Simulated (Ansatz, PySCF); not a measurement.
Li(OH2)4 (H₈LiO₄), SMILES [OH2]->[Li+](<-[OH2])(<-[OH2])<-[OH2] (connectivity only; charge and spin as stated), charge +1, multiplicity 1.

Geometry: B3LYP-D3(BJ)/def2-SVP. The isomer is the one that the SMILES or the coordinates give; other isomers of the formula were not compared.

Vertical ionisation energy (IE) and electron affinity (EA) in eV. Rows of orbital energies are one-electron estimates. Where ΔSCF, EOM or ADC give a negative EA the extra electron is unbound and the value depends on the basis.

```
level                                                                       IE    EA
-----------------------------------------------------------------------  -----  ----
−ε(HOMO), −ε(LUMO), ωB97X/def2-TZVP (PySCF)                              16.37  2.27
ΔSCF, ωB97X-V/def2-TZVPD (Ansatz), final states of multiplicity 2 and 2  16.59  2.80
```

### Question
What vertical singlet–triplet gap does ΔSCF give with ωB97X-V/def2-TZVPD (Ansatz, a quantum-chemistry and plane-wave program)? (The exact figures need the calculation; the answer reports its results.)

### Answer
8.41 eV (triplet above singlet where positive).
